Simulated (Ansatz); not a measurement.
Cost and result up the ladder for Ga₇Sb₇ (14 atoms). The state is a singlet with charge 0. Geometry: PBE-D4/def2-SVP.

```xyz
14

Ga   -0.2549    3.6201   -1.2861
Ga    1.3836   -3.2381   -2.4576
Ga    0.7989    0.8876   -1.0893
Ga   -0.5079   -1.9426   -0.6301
Ga   -0.7860    0.0417    1.6245
Ga   -1.5751    2.9071    1.5168
Ga    0.6681   -3.8055    1.1743
Sb    2.1030    2.9777   -1.8550
Sb   -2.7008    3.8915   -0.5740
Sb    2.3751   -1.2631   -0.4969
Sb   -0.4472   -4.7862   -0.8943
Sb   -0.6138    1.7510    3.5523
Sb    1.4221   -1.4828    2.2066
Sb   -1.8651    0.4415   -0.7912
```

Ansatz on 2 threads of AMD EPYC 7R13 on a shared host and a share (18 GiB) of an NVIDIA H100 80GB HBM3. Times are rough, and most runs start from the orbitals of an earlier one. PBE0-D4/def2-TZVP serves as the yardstick here, not as an exact answer. Differences are given only for rows in sets of like size (and for xTB, whose basis is part of the method), since another set adds its own error. Binding counts from free atoms at the same level (Ga doublet, Sb quartet; other spins of the atoms weren't run), without zero-point energy or a counterpoise term.

In the def2 sets Sb takes a core potential; there is no spin–orbit coupling. Correlated methods freeze 91 core orbitals; core or outer-core shells of Ga, Sb are correlated, in sets that lack core-valence functions. The rows differ in basis, and correlated rows in double-zeta sets carry the largest basis error. Single mean-field runs in def2-SVP, def2-TZVP are fitted with def2-universal-jkfit.

Correlated methods converge slowly with the basis, most of all in double-zeta sets.

| level | functions | wall time | binding energy per atom (eV) | difference from PBE0-D4/def2-TZVP (eV) |
| --- | --- | --- | --- | --- |
| PBE-D4/def2-SVP | 406 | 6.5 s | 2.44 | – |
| PBE-D4/def2-TZVP (with forces) | 686 | 11 s | 2.46 | 0.13 |
| LDA (SPW92)/def2-TZVP | 686 | 11 s | 2.93 | 0.60 |
| MP2/def2-SVP | 406 | 12 s | 2.08 | – |
| PBE0-D4/def2-SVP | 406 | 12 s | 2.30 | – |
| r2SCAN-D4/def2-TZVP (with forces) | 686 | 13 s | 2.30 | -0.03 |
| HF/def2-TZVP | 686 | 14 s | 0.80 | -1.53 |
| RPA@PBE/def2-SVP | 406 | 16 s | 1.83 | – |
| PBE0-D4/def2-TZVP | 686 | 17 s | 2.33 | 0.00 |
| B97M-V/def2-TZVP | 686 | 19 s | 2.24 | -0.08 |
